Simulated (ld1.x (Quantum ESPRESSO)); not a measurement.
# Before and after: PAW potential for N

```
Element                 : N (Z = 7)
Generator               : ld1.x (Quantum ESPRESSO) 7.5
Type                    : PAW
Functional              : Wu–Cohen
Relativity              : scalar-relativistic
Frozen core             : [He]
Valence charge          : 5
Reference configuration : 2s2 2p3
Partial waves           : 2s (bound): rcut 0.90, rcutus 1.10 bohr; 2s channel at 1.8 Ry: rcut 0.90, rcutus 1.10 bohr; 2p (bound): rcut 0.95, rcutus 1.35 bohr; 2p channel at 1.65 Ry: rcut 0.95, rcutus 1.35 bohr; 3d channel at 0.05 Ry: rcut 1.15, rcutus 1.30 bohr
Local potential         : all-electron potential smoothed inside 0.90 bohr (lloc = -2)
Core correction         : Bessel-smoothed model core inside 1.15 bohr
Augmentation charge     : PSQ, inside the norm-conserving radii
```

All-electron outer shells of the reference configuration (Wu–Cohen, scalar-relativistic, ld1.x):

```csv
shell,level (eV),outermost node (bohr),outermost maximum (bohr)
1s,-383.97,–,0.15
2s,-18.47,0.32,1.02
2p,-7.05,–,0.97
```

Change: waves 2s (bound): rcut 0.90, rcutus 1.70 bohr; 2s channel at 1.8 Ry: rcut 0.90, rcutus 1.70 bohr.

Cutoffs: the cutoffs (Ry, on a coarse ladder) from which the occupation-weighted sum of valence levels, in a spherical-Bessel basis at the reference potential, stays within 10 and 1 mRy of its value at 400 Ry; they do not see the model core or the augmentation charge, which bear on the density cutoff. Errors are all-electron minus pseudo energies relative to the spin-unpolarised reference configuration.

Question: How do hardness, ghosts and transferability respond?

Answer: The potential gets neither clearly harder nor softer (35 Ry and 45 Ry → 35 Ry and 45 Ry); the p channel sets the loose cutoff, while the largest relative change is in s, which becomes harder; the number of tests with a reliable result goes from 7 to 2 (the test run of the changed file stopped, so its transferability is not established); neither file shows a bound ghost.

```csv
quantity,base,changed
"cutoff, loose",35 Ry,35 Ry
"cutoff, tight",45 Ry,45 Ry
loose cutoff by channel (10 mRy a level),"s 10 Ry, p 30 Ry","s 12 Ry, p 30 Ry"
bound ghosts,none,none
tests with a reliable result,7 of 7,2 of 7 (the test run stopped)
"error for 2s2 2p2, meV [ΔE 13.56 eV]",-0.6,-0.5
"error for 2s2 2p1, meV [ΔE 42.38 eV]",-2.4,-1.6
lowest overlap eigenvalue by channel,"s 0.55, p 0.96, d 0.65","s 0.22, p 0.96, d 0.65"
```
